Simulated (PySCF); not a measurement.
PySCF input file for Si(OSiH3)(F)(Me)2 (C₂H₉FOSi₂), SMILES C[Si](C)(F)O[SiH3], PBE-D3(BJ)/def2-SVP. The structure is a stationary point at PBE-D3(BJ)/def2-SVP. One conformer was computed; it need not be the lowest.

```python
import numpy as np
from pyscf import gto, scf, dft, df
from pyscf.hessian import thermo

mol = gto.M(
    atom='''
    C    -1.67319570   -1.63734642   -0.66917265
    Si   -0.75391490   -0.08270294   -0.20996654
    C    -1.56376703    0.94161067    1.12661317
    F    -0.62805032    0.86780816   -1.54897089
    O     0.79815442   -0.50948056    0.23889302
    Si    2.27568502    0.20002865    0.58536482
    H    -2.69905250   -1.40370052   -1.01847762
    H    -1.14401744   -2.17623093   -1.48028179
    H    -1.75049507   -2.31862858    0.20209216
    H    -0.97189964    1.85562716    1.33598002
    H    -1.64973946    0.36477355    2.06974176
    H    -2.58222422    1.25740185    0.82219401
    H     3.08294363    0.37900982   -0.66980930
    H     2.08267695    1.54398561    1.24041909
    H     3.01601996   -0.70481218    1.52751620
    ''',
    basis='def2-SVP',
    charge=0,
    spin=0,
    max_memory=1600,
    verbose=3,
)
mf = dft.RKS(mol, xc='pbe').density_fit(auxbasis='def2-universal-jkfit')
mf.disp = 'd3bj'
mf.grids.level = 3
mf.conv_tol = 1e-11
mf.max_cycle = 100
mf.kernel()

# [left out here: the lines that compute and print the analytic Hessian (its translational invariance restored by hand, since the grid's response is missing), thermochemistry and intensities]
```

It prints:

```
converged SCF energy = -834.880040940734

WARN: DFTD3 does not support analytical Hessian, using finite difference


WARN: Mole.unit (angstrom) is changed to Bohr

Mode                                 0                   1                   2
Irrep
Freq [cm^-1]                       28.2943             47.6513             73.4732
Reduced mass [au]                   2.5101              1.2872              3.8928
Force const [Dyne/A]                0.0012              0.0017              0.0124
Char temp [K]                      40.7092             68.5596            105.7116
Normal mode                   x     y     z       x     y     z       x     y     z
       0   C                -0.01 -0.01  0.04    0.01 -0.00 -0.00    0.07 -0.03  0.02
       1  Si                 0.01  0.00 -0.03   -0.01  0.00  0.01   -0.02  0.03 -0.00
       2   C                 0.08  0.02  0.01   -0.06  0.02 -0.03   -0.08  0.00 -0.02
       3   F                -0.08 -0.02 -0.05    0.04 -0.01  0.01   -0.08  0.02 -0.02
       4   O                 0.03  0.01 -0.11   -0.02  0.01  0.07   -0.01  0.11  0.01
       5  Si                -0.01 -0.00  0.07    0.01 -0.01 -0.03    0.07 -0.07  0.01
       6   H                -0.03 -0.01  0.09    0.02 -0.01 -0.04    0.06 -0.11  0.02
       7   H                -0.05 -0.02  0.03    0.04 -0.01  0.02    0.11 -0.01  0.02
       8   H                 0.03  0.01  0.06   -0.01  0.01  0.00    0.12 -0.03  0.02
       9   H                 0.08  0.02 -0.03   -0.07  0.02 -0.02   -0.14  0.04 -0.04
      10   H                 0.12  0.03  0.02   -0.09  0.03 -0.03   -0.05  0.01 -0.01
      11   H                 0.06  0.01  0.05   -0.05  0.01 -0.07   -0.10 -0.07 -0.03
      12   H                 0.01  0.31  0.13   -0.24  0.40 -0.14    0.11 -0.20  0.02
      13   H                -0.08 -0.16  0.36    0.07 -0.20  0.38    0.23 -0.03 -0.02
      14   H                 0.02 -0.18 -0.11    0.24 -0.24 -0.44   -0.05 -0.14  0.04
[...]
Force const [Dyne/A]                1.1571              1.1285              1.1675
Char temp [K]                    1763.0975           1766.0960           1975.9164
Normal mode                   x     y     z       x     y     z       x     y     z
       0   C                 0.05  0.09  0.03    0.04  0.07  0.02   -0.02  0.02 -0.03
       1  Si                -0.00 -0.01 -0.01   -0.01 -0.00  0.01    0.00  0.00 -0.00
       2   C                -0.04  0.05  0.07    0.05 -0.05 -0.07    0.02 -0.02  0.03
       3   F                 0.00  0.00  0.00    0.00  0.00 -0.00   -0.00  0.00  0.00
       4   O                -0.00  0.00  0.00    0.01 -0.00  0.00    0.00  0.00  0.00
       5  Si                 0.00  0.00  0.00   -0.00 -0.00 -0.00   -0.00 -0.00 -0.00
       6   H                -0.04 -0.37 -0.05   -0.04 -0.33 -0.03   -0.09  0.19  0.32
       7   H                -0.28 -0.25  0.03   -0.24 -0.23  0.02    0.30 -0.25  0.35
       8   H                -0.18 -0.24 -0.24   -0.17 -0.20 -0.20    0.07 -0.23 -0.21
       9   H                 0.23 -0.07 -0.22   -0.27  0.08  0.26   -0.25  0.24 -0.33
      10   H                 0.13 -0.27 -0.13   -0.17  0.31  0.14   -0.13 -0.25 -0.14
      11   H                 0.01 -0.16 -0.29   -0.02  0.16  0.34    0.09  0.29  0.09
      12   H                -0.00 -0.00 -0.00   -0.00  0.00 -0.00    0.00  0.00  0.00
      13   H                 0.00  0.00  0.00   -0.00 -0.00 -0.00   -0.00 -0.00  0.00
      14   H                 0.00 -0.00 -0.00   -0.00 -0.00  0.00   -0.00  0.00  0.00
Mode                                27                  28                  29
Irrep
Freq [cm^-1]                     1375.3439           1383.1578           1386.2464
Reduced mass [au]                   1.0487              1.0455              1.0448
Force const [Dyne/A]                1.1688              1.1785              1.1829
Char temp [K]                    1978.8136           1990.0561           1994.5000
Normal mode                   x     y     z       x     y     z       x     y     z
       0   C                -0.03  0.01  0.03    0.03 -0.01 -0.02   -0.02  0.02 -0.02
       1  Si                -0.00  0.00  0.00    0.01  0.00 -0.00   -0.00  0.00 -0.01
       2   C                 0.03  0.02 -0.00    0.03  0.03 -0.00   -0.02  0.02 -0.03
       3   F                 0.00 -0.00 -0.00   -0.00 -0.00  0.00    0.00 -0.00  0.00
       4   O                -0.00 -0.00 -0.00   -0.00 -0.00  0.00   -0.00 -0.00  0.00
       5  Si                 0.00  0.00 -0.00   -0.00  0.00 -0.00    0.00  0.00  0.00
       6   H                 0.17  0.19 -0.43   -0.13 -0.16  0.32   -0.06  0.20  0.24
       7   H                -0.20 -0.19  0.04    0.15  0.18 -0.06    0.25 -0.24  0.32
       8   H                 0.49 -0.13 -0.03   -0.39  0.12  0.05    0.10 -0.23 -0.20
       9   H                 0.13 -0.01 -0.18    0.21 -0.05 -0.20    0.29 -0.26  0.35
      10   H                -0.41 -0.06 -0.09   -0.49 -0.05 -0.09    0.09  0.28  0.15
      11   H                -0.14 -0.23  0.27   -0.18 -0.33  0.32   -0.11 -0.35 -0.08
      12   H                 0.00 -0.00  0.00    0.00 -0.00  0.00   -0.00 -0.00 -0.00
      13   H                -0.00  0.00  0.00    0.00 -0.00  0.00   -0.00  0.00 -0.00
      14   H                -0.00 -0.00 -0.00    0.00  0.00 -0.00   -0.00 -0.00 -0.00
Mode                                30                  31                  32
Irrep
Freq [cm^-1]                     2149.2449           2173.0105           2182.4597
Reduced mass [au]                   1.0380              1.0400              1.0443
Force const [Dyne/A]                2.8249              2.8935              2.9306
Char temp [K]                    3092.2849           3126.4783           3140.0736
Normal mode                   x     y     z       x     y     z       x     y     z
       0   C                -0.00  0.00 -0.00    0.00 -0.00  0.00   -0.00 -0.00 -0.00
       1  Si                 0.00 -0.00  0.00   -0.00  0.00 -0.00    0.00  0.00  0.00
       2   C                -0.00  0.00  0.00    0.00 -0.00  0.00   -0.00  0.00  0.00
       3   F                -0.00  0.00 -0.00    0.00 -0.00  0.00   -0.00  0.00 -0.00
       4   O                -0.00 -0.00 -0.00    0.00  0.00  0.00   -0.00 -0.00 -0.00
       5  Si                 0.00 -0.03 -0.01    0.02 -0.00 -0.03   -0.01  0.02 -0.02
       6   H                -0.00 -0.00 -0.00    0.00  0.00  0.00   -0.00 -0.00  0.00
       7   H                 0.00  0.00  0.00    0.00  0.00  0.00    0.00  0.00 -0.00
       8   H                 0.00  0.00  0.00   -0.00 -0.00 -0.00   -0.00 -0.00 -0.00
       9   H                -0.00  0.00 -0.00   -0.00  0.00  0.00    0.00 -0.00 -0.00
      10   H                -0.00 -0.00 -0.00   -0.00  0.00  0.00   -0.00  0.00 -0.00
      11   H                -0.00  0.00  0.00    0.00 -0.00 -0.00   -0.00 -0.00  0.00
      12   H                 0.04 -0.01 -0.06   -0.52 -0.12  0.81   -0.06  0.00  0.09
      13   H                -0.13  0.87  0.42   -0.01  0.06  0.02    0.00 -0.03 -0.03
      14   H                 0.03 -0.04  0.02   -0.05  0.06 -0.08    0.48 -0.59  0.61
Mode                                33                  34                  35
Irrep
Freq [cm^-1]                     2979.1071           2982.6113           3079.8311
Reduced mass [au]                   1.0363              1.0361              1.1019
Force const [Dyne/A]                5.4189              5.4307              6.1583
Char temp [K]                    4286.2719           4291.3135           4431.1912
Normal mode                   x     y     z       x     y     z       x     y     z
       0   C                 0.01  0.01  0.00   -0.02 -0.04 -0.01   -0.01  0.01 -0.02
       1  Si                 0.00 -0.00 -0.00    0.00  0.00  0.00    0.00 -0.00  0.00
       2   C                -0.02  0.03  0.03   -0.00  0.01  0.01    0.05 -0.03  0.06
       3   F                -0.00 -0.00  0.00   -0.00 -0.00  0.00   -0.00  0.00 -0.00
       4   O                -0.00  0.00 -0.00   -0.00  0.00 -0.00   -0.00  0.00 -0.00
       5  Si                 0.00  0.00  0.00   -0.00 -0.00  0.00   -0.00  0.00  0.00
       6   H                -0.11  0.03 -0.04    0.52 -0.13  0.18    0.17 -0.04  0.05
       7   H                 0.05 -0.05 -0.08   -0.27  0.25  0.39   -0.01  0.01  0.01
       8   H                -0.01 -0.07  0.09    0.03  0.34 -0.45   -0.02 -0.12  0.15
       9   H                -0.30 -0.45 -0.09   -0.06 -0.10 -0.02   -0.06 -0.12 -0.02
      10   H                 0.04  0.30 -0.47    0.01  0.06 -0.09    0.05  0.29 -0.48
      11   H                 0.51 -0.15  0.16    0.10 -0.03  0.03   -0.65  0.20 -0.19
      12   H                -0.00 -0.00 -0.00    0.00 -0.00 -0.00    0.00 -0.00 -0.00
      13   H                 0.00 -0.00 -0.00   -0.00 -0.00 -0.00    0.00 -0.00 -0.00
      14   H                -0.00 -0.00 -0.00   -0.00  0.00 -0.00    0.00 -0.00 -0.00
Mode                                36                  37                  38
Irrep
Freq [cm^-1]                     3080.6957           3083.1891           3087.3003
Reduced mass [au]                   1.1018              1.1018              1.1021
Force const [Dyne/A]                6.1613              6.1712              6.1893
Char temp [K]                    4432.4352           4436.0226           4441.9378
Normal mode                   x     y     z       x     y     z       x     y     z
       0   C                 0.00 -0.00  0.00   -0.04  0.04 -0.06    0.07 -0.02 -0.05
       1  Si                 0.00  0.00 -0.00   -0.00  0.00 -0.00    0.00 -0.00 -0.00
       2   C                 0.06  0.07 -0.02   -0.01  0.01 -0.02    0.00 -0.00  0.00
       3   F                -0.00 -0.00  0.00    0.00 -0.00  0.00   -0.00 -0.00  0.00
       4   O                -0.00 -0.00  0.00    0.00 -0.00  0.00   -0.00  0.00  0.00
       5  Si                -0.00  0.00  0.00    0.00  0.00 -0.00   -0.00 -0.00 -0.00
       6   H                -0.04  0.01 -0.01    0.55 -0.12  0.18   -0.42  0.09 -0.16
       7   H                -0.00  0.00  0.00   -0.06  0.06  0.06   -0.37  0.38  0.57
       8   H                 0.00  0.02 -0.02   -0.06 -0.42  0.54   -0.01 -0.18  0.22
       9   H                -0.41 -0.63 -0.15   -0.00  0.00 -0.00    0.01  0.01  0.00
      10   H                -0.03 -0.25  0.42   -0.02 -0.10  0.16    0.00  0.01 -0.01
      11   H                -0.24  0.09 -0.08    0.17 -0.05  0.05   -0.01  0.00 -0.00
      12   H                 0.00 -0.00 -0.00   -0.00 -0.00  0.00    0.00  0.00  0.00
      13   H                 0.00 -0.00 -0.00   -0.00 -0.00 -0.00    0.00  0.00  0.00
      14   H                 0.00 -0.00  0.00   -0.00 -0.00  0.00    0.00  0.00  0.00
temperature 298.1500 [K]
pressure 101325.00 [Pa]
Rotational constants [GHz] 3.21953 1.33724 1.29517
Symmetry number 1
Zero-point energy (ZPE) 0.10378 [Eh]   272477.978 [J/mol]
                           tot       elec      trans        rot        vib
Entropy [J/mol/K]       427.008      0.000    168.889    119.018    139.101
Cv [J/mol/K]            146.170      0.000     12.472     12.472    121.227
Cp [J/mol/K]            154.485      0.000     20.786     12.472    121.227
Internal energy [J/mol]                      3718.434   3718.434 292528.544
Internal energy [Eh]   -834.76579  -834.88004
Enthalpy [J/mol]                             6197.391   3718.434 292528.544
Enthalpy [Eh]          -834.76485
Gibbs free energy [J/mol]                  -44156.907 -31766.796 251055.666
Gibbs free energy [Eh] -834.81334
mode   freq/cm-1   IR/(km/mol)
   1       28.29         1.482
   2       47.65         0.374
   3       73.47         0.902
   4      126.72         0.010
   5      146.66         0.087
   6      182.15         0.199
   7      194.58         0.349
   8      227.76         2.818
   9      299.77        22.886
  10      319.18        21.854
  11      548.69         1.160
  12      664.56         5.652
  13      671.77         0.561
  14      700.11        38.086
  15      711.41        35.278
  16      722.53         3.609
  17      763.31         5.427
  18      797.81       161.371
  19      827.16       159.877
  20      893.95       110.984
  21      914.17        97.819
  22      917.90        77.519
  23      957.66       432.215
  24     1049.08       389.979
  25     1225.41        54.076
  26     1227.50        38.070
  27     1373.33         0.216
  28     1375.34         1.228
  29     1383.16         2.431
  30     1386.25         9.382
  31     2149.24       103.752
  32     2173.01       115.407
  33     2182.46       122.073
  34     2979.11         0.452
  35     2982.61         0.380
  36     3079.83         1.426
  37     3080.70         2.307
  38     3083.19         3.983
  39     3087.30         1.670
max |gradient| / (hartree/bohr): 0.0002254954129072154
APT charges: [-0.413   1.9569 -0.4191 -0.6407 -1.2744  1.4119  0.0264  0.0329  0.0354
  0.031   0.0328  0.0317 -0.2702 -0.2774 -0.2642]
```

Self-consistency was reached.

Cost: about 7 core-minutes (a rough figure).
